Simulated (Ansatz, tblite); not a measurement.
Cost and result up the ladder for the cluster B4 (4 atoms). The state is a singlet with charge 0. Geometry: PBE-D4/def2-TZVP.

```xyz
4

B     0.564    0.135   -0.716
B    -0.569   -0.137    0.712
B     0.472   -1.123    0.160
B    -0.467    1.125   -0.156
```

Ansatz on 4 threads of Arm Neoverse V2 on a shared host; xTB runs through tblite on one thread. Times are rough, summed over both states, and most runs start from the orbitals of an earlier one. ωB97M-V/def2-TZVP serves as the yardstick here, not as an exact answer. The other state is a quintet at its own geometry.

The xTB rows come from tblite. B3LYP takes the VWN-RPA correlation. Correlated methods freeze 4 core orbitals. In CCSD on the charge 0 quintet the largest single amplitude is 0.24, so its Hartree–Fock determinant may place the open shell otherwise than the density functionals do. The structure comes from a short search, and lower isomers may exist.

Run but left out: HF/STO-3G (singlet: restricted singlet, unstable in another Hartree–Fock run and untested here); HF/def2-TZVP, HF/def2-TZVPP (singlet: restricted singlet, unstable towards broken spin symmetry); MP2/def2-TZVP, MP2/def2-TZVPP (quintet: a determinant that CCSD turns far, T1 0.060).

Correlated methods converge slowly with the basis.

xTB has no spin-polarisation term.

```tsv
level	functions	wall time	quintet − singlet (eV)	difference from ωB97M-V/def2-TZVP (eV)	remarks
GFN1-xTB	16	0.002 s	4.24	1.61	–
GFN2-xTB	16	0.002 s	3.92	1.28	–
PBE-D4/def2-TZVP	124	1.1 s	2.20	-0.44	–
revPBE-D4/def2-TZVP	124	1.1 s	2.08	-0.56	–
B3LYP-D4/def2-TZVP	124	1.2 s	2.29	-0.35	–
RPA@PBE/def2-TZVP	124	1.6 s	2.34	-0.29	–
PBE0-D4/def2-TZVP (with forces)	124	2.1 s	1.97	-0.67	–
r2SCAN-D4/def2-TZVP	124	2.2 s	1.62	-1.02	–
CCSD(T)/def2-TZVPP	124	5.2 s	2.38	-0.25	large T1 (0.025) (singlet), large T1 (0.060) (quintet), restricted SCF unstable (singlet)
ωB97X-V/def2-TZVP	124	6.8 s	2.35	-0.28	–
ωB97M-V/def2-TZVP	124	7.4 s	2.64	0.00	–
```
